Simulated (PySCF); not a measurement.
UHF on Sn²⁺ (tin, charge +2)

Configuration: [Kr] 4d9 5s2 6s1, high-spin 3D determinant (an excited configuration). All numbers are calculated (PySCF 2.14, scalar relativity through the core potential, in aug-cc-pVQZ-PP with ECP28MDF (7s7p5d3f2g, 92 functions)).

```
Total energy                                                  : -211.212093 hartree
One-electron energy                                           : -353.6288 hartree
Hartree (Coulomb) energy                                      : 158.5335 hartree
Exchange energy                                               : -16.1169 hartree
⟨S²⟩                                                          : 2.0007
⟨L²⟩                                                          : 6.016
Sum of ⟨r⟩                                                    : 25.62 bohr
Sum of ⟨r²⟩                                                   : 54.32 bohr²
Traceless quadrupole moment −½Σ⟨3z² − r²⟩ along its main axis : -0.795 e·bohr²
```

| shell | electrons | mean orbital energy (eV) | spread (eV) | rms radius, mean of both spins (bohr) |
| --- | --- | --- | --- | --- |
| 4s α | 1 | -190.38 | 0 | 0.873 |
| 4s β | 1 | -187.44 | 0 | 0.873 |
| 4p α | 3 | -140.52 | 2.348 | 0.945 |
| 4p β | 3 | -137.08 | 1.633 | 0.945 |
| 4d α | 5 | -64.968 | 2.646 | 1.13 |
| 4d β | 4 | -63.373 | 1.938 | 1.13 |
| 5s α | 1 | -35.367 | 0 | 2.24 |
| 5s β | 1 | -34.599 | 0 | 2.24 |
| 6s α | 1 | -13.097 | 0 | 5.09 |

Energies and moments cover only the electrons outside the core potential. The outer electron is Rydberg-like, and this basis confines it to a smaller radius and binds it less than a complete one would.
